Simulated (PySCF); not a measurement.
**Computed properties of C3H7Br, SMILES C(C)(Br)C**

2-bromopropane (C₃H₇Br), SMILES CC(C)Br. Geometry: B3LYP-D3(BJ)/def2-SVP. Other conformers were not sampled. All values are computed for the isolated molecule unless a solvent is named; none is compared with measurement here.

**Structure.** The optimised structure has Cs symmetry. All 27 harmonic modes at B3LYP-D3(BJ)/def2-SVP (PySCF) are real, so it is a minimum. With heavy atoms numbered as in [CH3:1][CH:2]([CH3:3])[Br:4], the shortest bond between them is C1–C2 at 1.518 Å and the longest C2–Br4 at 1.997 Å.

**Vibrations.** The strongest infrared lines (harmonic, unscaled, degenerate partners summed) lie at 1243 cm⁻¹ (43 km/mol, H 77 %, C 23 %), 1172 cm⁻¹ (31 km/mol, C 50 %, H 50 %), 3116 cm⁻¹ (26 km/mol, H 91 %, C 9 %). The softest mode is at 251 cm⁻¹ and the zero-point energy is 58.8 kcal/mol.

**Electronic structure.** r2SCAN/def2-TZVP (PySCF) places the frontier levels at -6.79 and -0.82 eV, a gap of 5.97 eV, and gives a dipole moment of 2.42 D and a mean polarisability of 58.6 bohr³. PBE/def2-TZVP (PySCF) at the same geometry gives -6.49 and -1.08 eV, so its gap is 0.56 eV narrower. An orbital gap is neither the optical nor the fundamental gap.

**Excitations.** TDA-ωB97X/def2-SVPD (PySCF) has S1 at 6.14 eV (202 nm, f = 0.000, dark); the most intense of the 10 singlets computed lies at 8.71 eV (f = 0.32). T1 (TDA) is at 5.48 eV, 0.66 eV under S1. TDA-PBE/def2-SVPD (PySCF) puts S1 at 5.65 eV. No vertical singlet excitation falls in the visible range (under 3.1 eV).

**NMR.** GIAO shifts at KT2/pcSseg-1 (PySCF) (non-relativistic, atoms alike by connectivity averaged): ¹³C from 33.5 to 63.0 ppm against TMS; ¹H from 1.9 to 4.6 ppm against TMS. Without spin–orbit terms, shifts of atoms bonded to Cl or Br come out too high.

**Solvation.** SMD-ωB97X/def2-SVP (PySCF) gives -1.3 kcal/mol in water, -5.0 kcal/mol in acetonitrile, -4.7 kcal/mol in N,N-dimethylformamide (1 M in both phases, gas-phase geometry).
